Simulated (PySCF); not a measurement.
Spin-rotation constants: `C=CN(C)NCC`, C₅H₁₂N₂

Geometry:
```json
{"atom": "C1", "x (Å)": "-1.573", "y (Å)": "1.704", "z (Å)": "0.876"}
{"atom": "C2", "x (Å)": "-1.776", "y (Å)": "0.390", "z (Å)": "0.809"}
{"atom": "N3", "x (Å)": "-0.844", "y (Å)": "-0.580", "z (Å)": "0.527"}
{"atom": "C4", "x (Å)": "-1.106", "y (Å)": "-1.944", "z (Å)": "0.926"}
{"atom": "N5", "x (Å)": "0.526", "y (Å)": "-0.265", "z (Å)": "0.523"}
{"atom": "C6", "x (Å)": "0.999", "y (Å)": "0.160", "z (Å)": "-0.789"}
{"atom": "C7", "x (Å)": "2.486", "y (Å)": "0.470", "z (Å)": "-0.718"}
{"atom": "H8", "x (Å)": "-2.392", "y (Å)": "2.373", "z (Å)": "1.061"}
{"atom": "H9", "x (Å)": "-0.609", "y (Å)": "2.163", "z (Å)": "0.737"}
{"atom": "H10", "x (Å)": "-2.771", "y (Å)": "-0.011", "z (Å)": "0.950"}
{"atom": "H11", "x (Å)": "-0.392", "y (Å)": "-2.589", "z (Å)": "0.417"}
{"atom": "H12", "x (Å)": "-1.001", "y (Å)": "-2.093", "z (Å)": "2.008"}
{"atom": "H13", "x (Å)": "-2.115", "y (Å)": "-2.223", "z (Å)": "0.626"}
{"atom": "H14", "x (Å)": "0.727", "y (Å)": "0.454", "z (Å)": "1.219"}
{"atom": "H15", "x (Å)": "0.820", "y (Å)": "-0.674", "z (Å)": "-1.475"}
{"atom": "H16", "x (Å)": "0.451", "y (Å)": "1.034", "z (Å)": "-1.172"}
{"atom": "H17", "x (Å)": "2.865", "y (Å)": "0.719", "z (Å)": "-1.705"}
{"atom": "H18", "x (Å)": "2.668", "y (Å)": "1.313", "z (Å)": "-0.055"}
{"atom": "H19", "x (Å)": "3.028", "y (Å)": "-0.392", "z (Å)": "-0.336"}
```

Method: GIAO wB97X-D/pcSseg-1 magnetisability, rotational g tensor and spin-rotation constants, non-relativistic, gas phase (PySCF 2.14.0). Geometry: GFN2-xTB.

(1) Give the nuclear spin-rotation constants along the inertial axes (H = +C I·J) beside the isotropic shieldings.

(2) How do the rotational constants and the g tensor change when H8, H9, H10, H11, H12, H13, H14, H15, H16, H17, H18, H19 are replaced by deuterium?

## Answers

(1) Rotational constants 3.7415, 1.7943, 1.3056 GHz. A star marks the isotopologue with that one atom substituted, in its own axes.
| atom | isotope | Caa (kHz) | Cbb (kHz) | Ccc (kHz) | mean (kHz) | σ (ppm) |
| --- | --- | --- | --- | --- | --- | --- |
| N3 | 14N | 0.244 | 0.180 | 0.092 | 0.172 | 146.4 |
| N5 | 14N | 0.221 | 0.161 | 0.100 | 0.161 | 155.1 |
| H8 | 1H | -0.073 | -0.023 | -0.154 | -0.084 | 28.0 |
| H9 | 1H | 0.167 | -0.160 | -0.143 | -0.046 | 28.2 |
| H10 | 1H | 0.299 | -0.167 | -0.131 | 0.000 | 25.6 |
| H11 | 1H | -0.098 | -0.065 | -0.136 | -0.100 | 28.8 |
| H12 | 1H | -0.340 | -0.184 | 0.037 | -0.162 | 28.8 |
| H13 | 1H | -0.084 | -0.181 | -0.068 | -0.111 | 29.2 |
| H14 | 1H | -0.467 | -0.107 | -0.020 | -0.198 | 29.5 |
| H15 | 1H | -0.380 | -0.062 | -0.043 | -0.162 | 29.1 |
| H16 | 1H | -0.346 | 0.015 | -0.093 | -0.141 | 28.5 |
| H17 | 1H | -0.155 | -0.196 | -0.065 | -0.139 | 30.7 |
| H18 | 1H | -0.409 | -0.086 | -0.062 | -0.186 | 31.0 |
| H19 | 1H | -0.370 | -0.025 | -0.109 | -0.168 | 30.6 |
| C1 | 13C* | 1.241 | 0.453 | 0.164 | 0.619 | 105.6 |
| C2 | 13C* | 1.872 | 0.575 | 0.261 | 0.903 | 37.9 |
| C4 | 13C* | 0.685 | 0.261 | 0.287 | 0.411 | 140.4 |
| C6 | 13C* | 0.664 | 0.374 | 0.213 | 0.417 | 141.4 |
| C7 | 13C* | 0.485 | 0.256 | 0.176 | 0.306 | 172.0 |

For the geometry as given, no vibrational averaging.

(2) Constants 2.9335, 1.4689, 1.0727 GHz; g -0.0124, -0.0037, -0.0009, against -0.0159, -0.0045, -0.0011 before.
